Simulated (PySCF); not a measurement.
Coordinates in bohr (charge 1 multiplicity 3):
```
Cl    0.0000    0.0000    0.0000
Hg    0.0000    0.0000    4.9025
Hg    0.0000    0.0000   -4.9025
```

Level of theory: PySCF, UPBE0, basis Cl def2-SVP, Hg def2-SVP with ECP60 (scalar-relativistic core potentials, no spin–orbit coupling, density fitting).

This geometry of Hg₂Cl⁺ is a stationary point at this level.

Task: What is the point group?

Result: D∞h.

Task: Is it a minimum?

Result: No: it has 2 imaginary modes (one degenerate set), at 102i cm⁻¹ (πu).

Task: List the harmonic modes with their infrared intensities.

Result: 
```json
{"symmetry": "πu", "ω (cm⁻¹)": "102i", "IR (km/mol, summed over degenerate members)": "–"}
{"symmetry": "σg+", "ω (cm⁻¹)": "83", "IR (km/mol, summed over degenerate members)": "0.0"}
{"symmetry": "σu+", "ω (cm⁻¹)": "258", "IR (km/mol, summed over degenerate members)": "179"}
```

Task: Give the atomic charges and bond orders.

Result: 
| atom | Mulliken | Löwdin | polar tensor | spin (Mulliken) | Mayer order to Cl1 |
| --- | --- | --- | --- | --- | --- |
| Cl1 | -0.33 | 0.00 | -0.88 | 0.29 | – |
| Hg2,3 | 0.67 | 0.50 | 0.94 | 0.85 | 0.51 |

In D∞h the vibrations span πu + σg+ + σu+. The σg+ mode carries no infrared intensity, as symmetry demands. With a centre of inversion only u modes can be infrared active and only g modes Raman active.

Only a few start shapes were tried, so a lower isomer may exist. Spin–orbit coupling, left out here, can matter for elements this heavy.
